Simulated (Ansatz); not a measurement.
```yaml
crystal:
  periodic: [false, false, false]
  atoms:
    - {symbol: C, position_ang: [-1.765245, 1.570143, -0.663560]}
    - {symbol: B, position_ang: [-1.048819, 0.902416, 0.384971]}
    - {symbol: Cl, position_ang: [0.878885, 1.174733, 0.372206]}
    - {symbol: B, position_ang: [0.972578, -0.900300, 0.776623]}
    - {symbol: C, position_ang: [1.951371, -1.675791, -0.267479]}
    - {symbol: Cl, position_ang: [-0.983856, -0.988643, 0.133125]}
    - {symbol: H, position_ang: [-2.901145, 1.321272, -0.530198]}
    - {symbol: H, position_ang: [-1.421618, 1.677396, -1.645563]}
    - {symbol: H, position_ang: [-1.421618, 1.377396, -1.695563]}
    - {symbol: H, position_ang: [-1.250881, 0.998378, 1.655406]}
    - {symbol: H, position_ang: [1.064053, -0.961577, 1.876979]}
    - {symbol: H, position_ang: [1.715476, -1.445169, -1.296845]}
    - {symbol: H, position_ang: [2.997700, -1.432366, -0.228813]}
    - {symbol: H, position_ang: [1.974828, -2.624080, 0.012899]}
basis:
  gaussian: {orbitals: "6-31G*"}
hamiltonian: {xc: {name: B2GP-PLYP}}
scf: {lower_state_search: full}
output: {forces: true}
```

```sh
$ ansatz run in.yaml --threads 4 --pin off --events-out ev --progress --plain --max-ram 11315MiB
```

It prints (some lines left out):

```
Functional definition: B2GP-PLYP
1154 factors; integrals over basis functions are off by at most 9.8e-4 eV
mean field evaluation 1: about -28553.8680 eV, gradient 3.8e1 eV
mean field evaluation 2: about -28553.9405 eV, gradient 3.8e1 eV
mean field evaluation 4: about -28557.5340 eV, gradient 2.3e0 eV
mean field evaluation 8: about -28557.5560 eV, gradient 1.3e-1 eV
mean field evaluation 16: about -28557.5561 eV, gradient 1.4e-4 eV
mean field -28557.55608739 eV, -1049.4708292047 hartree, gradient 4.2e-6 eV, S^2 0.000000; 0 other end points of the search recorded, 0 dependent functions left out
14 core orbitals not correlated: weight in the atoms' cores, before any rotation towards them, 1.000 or more for the frozen orbitals, at most 0.000 for the correlated occupied ones
reference -28557.55620444 eV, -1049.4708335063 hartree; 18, 18 occupied and 82, 82 virtual orbitals, 1154 factors
second order -22.07975268 eV of doubles, -0.00000000 eV of singles
Total energy: -28565.50491540 eV, -1049.7629432464 hartree
Atom 0 at    -1.765245     1.570143    -0.663560 Å, force    -6.324457     1.724015     5.389218 eV/Å
Atom 1 at    -1.048819     0.902416     0.384971 Å, force     2.067703    -0.109112     3.599456 eV/Å
Atom 2 at     0.878885     1.174733     0.372206 Å, force     0.894508    -0.511295    -0.109171 eV/Å
Atom 3 at     0.972578    -0.900300     0.776623 Å, force     0.431797     0.475376    -3.860772 eV/Å
Atom 4 at     1.951371    -1.675791    -0.267479 Å, force    -0.742062     5.163384    -0.093343 eV/Å
Atom 5 at    -0.983856    -0.988643     0.133125 Å, force     1.172377    -2.464546     0.420785 eV/Å
Atom 6 at    -2.901145     1.321272    -0.530198 Å, force     2.246259     0.936470    -1.600552 eV/Å
Atom 7 at    -1.421618     1.677396    -1.645563 Å, force     1.190607   115.689374    15.599248 eV/Å
Atom 8 at    -1.421618     1.377396    -1.695563 Å, force     0.230288  -116.214117   -20.584624 eV/Å
Atom 9 at    -1.250881     0.998378     1.655406 Å, force    -0.517963     0.196292    -2.124254 eV/Å
Atom 10 at     1.064053    -0.961577     1.876979 Å, force    -0.197330    -0.185788     2.464394 eV/Å
Atom 11 at     1.715476    -1.445169    -1.296845 Å, force    -0.546158    -0.644994    -0.342279 eV/Å
Atom 12 at     2.997700    -1.432366    -0.228813 Å, force     0.640472     0.866022     0.646863 eV/Å
Atom 13 at     1.974828    -2.624080     0.012899 Å, force    -0.546039    -4.921080     0.595030 eV/Å
Dipole moment:     0.030304    -0.258226    -0.470830 e Å
```

Question: What is wrong with this run?

Answer: One atom was put on top of another. The run converged. The result belongs to that input, not to the molecule as meant.
